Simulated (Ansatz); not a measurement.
Consider the ligand exchange at a Cd–O bond: `[CH3][Cd][OH]` + HCl → `[CH3][Cd][Cl]` + H₂O.

Calculated with Ansatz (gas phase, PBE0-D4/def2-TZVP geometries, no zero-point term in ΔE). CCSD(T)/CBS is the MP2 limit (def2-TZVPP, def2-QZVPP) plus CCSD(T) − MP2 in def2-TZVPP, frozen cores. This one scheme is used for every species. Functionals use def2-TZVPP. Elements past krypton have def2 core potentials. For Cd outer-core shells are correlated without core-valence functions, which leaves a few kJ/mol of doubt a bond. One conformer a species, not always the lowest.

```
             level  ΔE (eV)
            PBE-D4    -1.16
         revPBE-D4    -1.16
           r2SCAN0    -1.33
RPA@PBE/def2-TZVPP    -1.11
```

What does CCSD(T)/CBS give? (An estimate is asked.)

Ansatz gave: -1.26 eV. The listed levels differ from it by 0.10, 0.10, -0.07, 0.15 eV.

Largest T1 diagnostic among the species: 0.014.

From BLYP to BHLYP (50 % exact exchange), in def2-TZVPP and without D4, ΔE moves by −0.25 eV. At CCSD(T), def2-SVP lies +0.03 eV from the extrapolated value and def2-TZVPP +0.06 eV. In def2-TZVPP, CCSD(T) changes the Hartree–Fock value by +0.32 eV (the triples alone add +0.04 eV) and MP2 by +0.32 eV.
